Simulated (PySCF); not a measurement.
C4H5BO, SMILES C#CB1COC1.

The structure is a stationary point at PBE0-D3(BJ)/def2-SVP. This is a generated structure with no PubChem entry under its InChIKey; it may be hypothetical.

All values below come from r2SCAN/def2-TZVP run with PySCF.

Symmetry labels are those of the subgroup C2v that the program uses (full group C2v).

Computed valence orbital energies around the gap with their symmetry:
```json
[
 {"orbital": "HOMO−7", "symmetry": "B1", "energy (eV)": "-12.04"},
 {"orbital": "HOMO−6", "symmetry": "B2", "energy (eV)": "-11.20"},
 {"orbital": "HOMO−5", "symmetry": "A2", "energy (eV)": "-10.04"},
 {"orbital": "HOMO−4", "symmetry": "B2", "energy (eV)": "-8.31"},
 {"orbital": "HOMO−3", "symmetry": "B1", "energy (eV)": "-7.96"},
 {"orbital": "HOMO−2", "symmetry": "A1", "energy (eV)": "-7.41"},
 {"orbital": "HOMO−1", "symmetry": "B2", "energy (eV)": "-6.84"},
 {"orbital": "HOMO", "symmetry": "B1", "energy (eV)": "-6.09"},
 {"orbital": "LUMO", "symmetry": "B1", "energy (eV)": "-2.74"},
 {"orbital": "LUMO+1", "symmetry": "B2", "energy (eV)": "-0.48"},
 {"orbital": "LUMO+2", "symmetry": "A1", "energy (eV)": "1.09"},
 {"orbital": "LUMO+3", "symmetry": "A1", "energy (eV)": "1.29"}
]
```
